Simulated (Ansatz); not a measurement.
Z-matrix (Å, degrees):
```
C
Si 1 1.878
H 1 1.093 2 110.6
H 1 1.092 2 110.5 3 120.2
H 1 1.091 2 110.4 3 -119.9
Si 2 2.336 1 133.2 3 161.8
B 2 1.982 1 129.3 3 86.5
H 2 1.491 1 113.2 3 -62.5
H 6 1.487 2 113.0 1 130.8
H 6 1.490 2 127.4 1 -14.6
N 7 1.379 2 143.5 1 -29.5
H 11 1.008 7 123.2 2 160.0
H 11 1.008 7 123.2 2 -20.7
```

The species carries charge 0 and has multiplicity 1.

Question: List the B3LYP/def2-TZVPP orbital energies in eV (Ansatz). (An estimate is asked.)

Answer: Ansatz gave: Occupied: -1798.21, -1798.12, -389.98, -276.49, -183.46, -142.78, -142.71, -98.12, -98.08, -98.07, -98.03, -98.02, -98.00, -24.01, -19.10, -15.59, -14.22, -13.78, -12.51, -11.26, -11.16, -10.08, -9.55, -8.78, -8.53, -6.06, -5.96. Lowest empty: -1.41, 0.19, 0.34, 0.93, 1.15, 1.63, 1.91, 2.06.

B3LYP here is the variant with VWN-RPA as its local correlation; programs differ in this.
